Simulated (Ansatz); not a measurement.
Ideal-gas functions of C₂H₅FGe, SMILES `F[CH]1[CH2][GeH2]1` at 400 K and 1 bar, from an Ansatz frequency run at PBE0-D4/def2-TZVP.

Molar mass 120.67 g/mol, point group C1 (symmetry number 1), electronic degeneracy 1, moments of inertia 46.562, 164.565, 189.594 u Å². Harmonic wavenumbers (cm⁻¹, unscaled): 195, 358, 448, 455, 482, 572, 649, 770, 820, 896, 962, 1013, 1122, 1171, 1356, 1422, 2201, 2228, 3136, 3146, 3224.

Use S(trans) = R[1.5 ln M + 2.5 ln T − 1.1517]; rotational temperatures θ = 24.2544 K / I; S(rot) = R[ln(√π/σ · √(T³/θAθBθC)) + 1.5]; for each mode x = 1.438777 ν̃/T, S = R[x/(eˣ − 1) − ln(1 − e⁻ˣ)] and H = RT x/(eˣ − 1); 1 cm⁻¹ = 0.0119627 kJ/mol; R = 8.31446 J/(mol·K).

Q: By hand: the entropy, in J/(mol·K).

A: Translation 174.7. Rotation: θ = 0.5209, 0.1474, 0.1279 K, giving 111.2. Vibration, mode by mode: 11.43, 6.76, 5.19, 5.09, 4.71, 3.64, 2.93, 2.08, 1.80, 1.45, 1.20, 1.03, 0.75, 0.65, 0.37, 0.31, 0.03, 0.02, 0.00, 0.00, 0.00, in all 49.5. Electronic 0.0. Sum 335.4 J/(mol·K).

Q: By hand: H − E and G − E in kJ/mol, counted from the electronic energy.

A: Zero-point energy ½ × 26626 × 0.0119627 = 159.3; thermal vibration 12.7; translation, rotation and pV give 4 RT = 13.3. H − E = 185.3 kJ/mol, and G − E = 185.3 − 400 × 335.4/1000 = 51.1 kJ/mol.

Vibration gives 15 % of the entropy. The sum counts one conformer and one mirror image; others add a mixing term.
